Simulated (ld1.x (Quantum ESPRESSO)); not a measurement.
**PBEsol TM dataset for manganese, scalar-relativistic all-electron reference.**

```json
{
  "Element": "manganese",
  "Generator": "ld1.x (Quantum ESPRESSO) 7.5",
  "Type": "norm-conserving Troullier–Martins (Kleinman–Bylander form)",
  "Functional": "PBEsol",
  "Relativity": "scalar-relativistic",
  "Frozen core": "[Ne]",
  "Valence charge": "15",
  "Reference configuration": "3s2 3p6 3d5 4s1.5 4p0 (charge +0.5)",
  "Partial waves": "3p (bound): rc 0.90 bohr; 3d (bound): rc 1.20 bohr; 3s (bound): rc 1.10 bohr",
  "Local potential": "the s channel",
  "Core correction": "none"
}
```

Occupied shells without a wave of their own: 4s. They enter only through the test configuration that unscreens the potential.

**Question.** Does the generator finish with these settings?

**Answer.** Yes, a potential is produced.

**Question.** Estimate the cutoffs (Ry, on a coarse ladder) from which the occupation-weighted sum of valence levels, in a spherical-Bessel basis at the reference potential, stays within 10 and 1 mRy of its value at 400 Ry.

**Answer.** 140 Ry and 230 Ry.

**Question.** Does the potential have ghost states?

**Answer.** No extra level below or beside the all-electron valence levels (p, d, s, f tested).

**Question.** Tests: 3s2 3p6 3d5 4s2 4p0; 3s2 3p6 3d5 4s1 4p0; 3s2 3p6 3d5 4s0 4p0; 3s2 3p6 3d4 4s0 4p0; 3s2 3p6 3d5 4s0 4p2; 3s2 3p6 3d3 4s0 4p0; 3s2 3p5 3d5 4s2 4p0. Which has the largest error in its energy relative to the reference configuration, and how large is it?

**Answer.** 3s2 3p6 3d3 4s0 4p0, with -1203 meV (all-electron minus pseudo) on +103.77 eV.
